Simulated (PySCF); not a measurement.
`[SiH3]N([SiH3])C1CC1` in a uniform electric field

Compound: C3H11NSi2.
Cartesian coordinates in Å at the PBE0-D3(BJ)/def2-SVP level; atoms count from 1:
```xyz
17
C3H11NSi2 angstrom
Si    -1.000    1.936   -0.168
N     -0.658    0.267    0.229
Si    -1.850   -0.943    0.648
C      0.717   -0.057    0.523
C      1.371   -1.238   -0.137
C      1.780    0.154   -0.518
H     -0.355    2.335   -1.457
H     -0.487    2.863    0.891
H     -2.478    2.087   -0.289
H     -3.201   -0.378    0.366
H     -1.661   -2.193   -0.151
H     -1.761   -1.320    2.095
H      1.027    0.137    1.561
H      2.057   -1.847    0.457
H      0.774   -1.795   -0.863
H      1.454    0.518   -1.495
H      2.753    0.528   -0.191
```

Level: wB97X-D/def2-SVPD (PySCF); nuclei fixed, core orbitals frozen in the response. Permanent dipole (0.915, -0.248, 0.077) D (1 au = 2.5417 D). Static polarisability (au):

```
x   100.64  -1.10  -3.68
y    -1.10  99.53  -3.66
z    -3.68  -3.66  83.50
```

Only the terms in μ and α are kept: μ(F) = μ + αF and ΔE = −μ·F − ½ F·αF.

(1) Apply 0.001 au along ±x, ±y and ±z in turn. Tabulate induced and total dipoles and both energy terms.

(2) For the field (-0.0005, -0.0008, -0.0007) au, what is the induced dipole, and what angle does it make with the field?

(3) Which field along μ doubles the dipole in that direction (linear response)?

(4) What field makes μF equal to kT at 400 K?

(5) A unit point charge sits 9 Å away. Estimate the induction energy −αe²/2R⁴ with the mean polarisability, treating the molecule as a point.

Answers

(1) 
```csv
field along,induced x (D),induced y (D),induced z (D),total size (D),−μ·F (kJ/mol),−½F·αF (kJ/mol)
+x,0.256,-0.003,-0.009,1.199,-0.945,-0.132
−x,-0.256,0.003,0.009,0.709,+0.945,-0.132
+y,-0.003,0.253,-0.009,0.915,+0.256,-0.131
−y,0.003,-0.253,0.009,1.049,-0.256,-0.131
+z,-0.009,-0.009,0.212,0.985,-0.080,-0.110
−z,0.009,0.009,-0.212,0.964,+0.080,-0.110
```

(2) αF = (-0.119, -0.194, -0.136) D, at 5.7° to the field. The polarisability along this direction, F·αF/F², is 88.56 au, against a mean of 94.56 au.

(3) The polarisability along the dipole is 100.59 au, so F = 0.3742 au / 100.59 au = 0.0037 au = 0.19 V/Å; higher-order terms are ignored.

(4) kT = 1.2667 × 10⁻³ Eh, so F = 0.00339 au = 17.4 MV/cm.

(5) R = 17.01 bohr, so the energy is −94.6/(2 × 17.01⁴) Eh = -1.48 kJ/mol. The charge–dipole term at its most favourable orientation, −μe/R², is -3.4 kJ/mol.

Geometry: PBE0-D3(BJ)/def2-SVP, one conformer, isolated molecule.

The pairwise dispersion term of wB97X-D wasn't added to the energies; at a given geometry it leaves orbitals and properties as they are.
